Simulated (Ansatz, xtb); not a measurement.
**CH2BrSi−: which of two isomers lies lower**

Structure a: `[H]/[Si-]=C\Br`, a singlet. Structure b: `[H]/[C-]=[SiH]/Br`, a singlet. Both are isolated ions in the gas phase, relaxed with PBE0-D3(BJ)/def2-SVPD.

a (Å):

```xyz
5

C    -0.6482   -0.6371    0.4573
Br   -0.9606   -2.5301    0.0272
Si    0.3145    0.5711   -0.3924
H     0.8271   -0.3050   -1.5597
H    -1.2125   -0.4476    1.3776
```

b (Å):

```yaml
atoms:
  - { symbol: C, position_ang: [-1.1599, -0.0772, -0.9841] }
  - { symbol: Br, position_ang: [-0.8088, -2.8200, 1.1321] }
  - { symbol: Si, position_ang: [-0.1604, -0.7973, 0.1867] }
  - { symbol: H, position_ang: [-0.7210, 0.8792, -1.3408] }
  - { symbol: H, position_ang: [1.1348, -0.6339, 0.9533] }
```

Problem. Estimate E(b) − E(a) at the level CCSD(T)/def2-SVPD + ΔMP2/def2-TZVPPD.

Solution. Calculated at CCSD(T)/def2-SVPD + ΔMP2/def2-TZVPPD: E(b) − E(a) = +4.8 kcal/mol, so structure a lies lower.

The same difference at several levels:

| level | geometry | E(b) − E(a) (kcal/mol) | departure from the last row (kcal/mol) | job, with rough time for the two |
| --- | --- | --- | --- | --- |
| GFN2-xTB | GFN2-xTB | −30.5 | −35.3 | optimisation, 0.12 s |
| HF/STO-3G | GFN2-xTB | +30.1 | +25.3 | single point, 0.4 s |
| r2SCAN-D4/def2-SVPD | GFN2-xTB | +4.1 | −0.7 | single point, 5.9 s |
| PBE0-D3(BJ)/def2-SVPD | PBE0-D3(BJ)/def2-SVPD | +6.3 | +1.5 | optimisation, 52 s |
| HF/def2-SVPD | PBE0-D3(BJ)/def2-SVPD | +7.8 | +3.0 | part of the CCSD(T) run |
| MP2/def2-SVPD | PBE0-D3(BJ)/def2-SVPD | +3.9 | −0.9 | part of the CCSD(T) run |
| CCSD(T)/def2-SVPD | PBE0-D3(BJ)/def2-SVPD | +5.9 | +1.1 | single point |
| CCSD(T)/def2-SVPD + ΔMP2/def2-TZVPPD | PBE0-D3(BJ)/def2-SVPD | +4.8 |  | single point, 43 s |

As drawn, b has 1 Br–Si in place of 1 C–Br.

GFN2-xTB puts the two in the other order. The largest departure from CCSD(T)/def2-SVPD + ΔMP2/def2-TZVPPD is that of GFN2-xTB, 35.3 kcal/mol. The last row adds to CCSD(T) the change of the MP2 difference between the two basis sets, here −1.1 kcal/mol.

With harmonic frequencies from PBE0-D3(BJ)/def2-SVPD (ideal gas, rigid rotor, one conformer each, 298.15 K, 1 atm): on the last row, ΔE + ΔZPE = +3.5, ΔH = +3.8, ΔG = +3.2 kcal/mol.

The correlated steps freeze 15 core orbitals; the filled d shell of Br is correlated, in a basis made for valence electrons. Programs: Ansatz 0.2.0, xtb 6.7.1; the last row on 1 thread of Arm Neoverse V1 on a shared host.
